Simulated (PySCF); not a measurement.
Energy profile

The step: BNH₃ClO ([NH2][B]([OH])[Cl]) → BNHCl ([NH][B][Cl]) + H₂O (still joined by a long B–O bond); bonds formed: O2–H4; bonds broken: N3–H4; bonds weakened to dative contacts: B1–O2 (atoms numbered as in the saddle structure below).

```
7
angstrom
B -0.2791 0.2581 -0.3547
O 0.5480 0.5631 0.9331
N -0.4945 -1.0439 -0.1723
H 0.3724 -0.5153 0.9735
Cl -0.5653 1.6046 -1.4356
H 1.4700 0.8051 0.7798
H -1.0514 -1.6718 -0.7239
```

Electronic energies by CCSD(T) at an estimated basis limit (MP2 extrapolated from triple and quadruple zeta, plus CCSD(T) − MP2 in triple zeta), on PBE0-D4/def2-TZVP structures; BNH3ClO, singlet; no counterpoise correction. Computed with PySCF 2.14 with density fitting (its default auxiliary sets; JK sets also for MP2 and CCSD(T)) (basis: def2-TZVPP and def2-QZVPP); correlated methods freeze the cores. Extrapolation: Hartree–Fock as exp(−7.88 √X), correlation as X^−2.97.

Q: Give the profile in kJ/mol, counted from the start structure. (To be estimated.)

A: The calculation gives:
```json
{"point": "start structure", "kJ/mol": "0.0"}
{"point": "saddle", "kJ/mol": "295.5"}
{"point": "end structure", "kJ/mol": "278.7"}
{"point": "separated: BNHCl (linked as [NH][B][Cl]; B1, N3, Cl5, H7; singlet) + H2O (O2, H4, H6; singlet)", "kJ/mol": "286.7"}
```

T1 diagnostic: at most 0.014.

For scale, one of the runs: CCSD(T)/def2-TZVPP, 177 basis functions, launched by `OMP_NUM_THREADS=4 python run.py`. Time: 4.4 min of wall clock on 4 CPU threads of an Arm Neoverse V1; the host was shared. Peak host memory: 1.9 GiB.
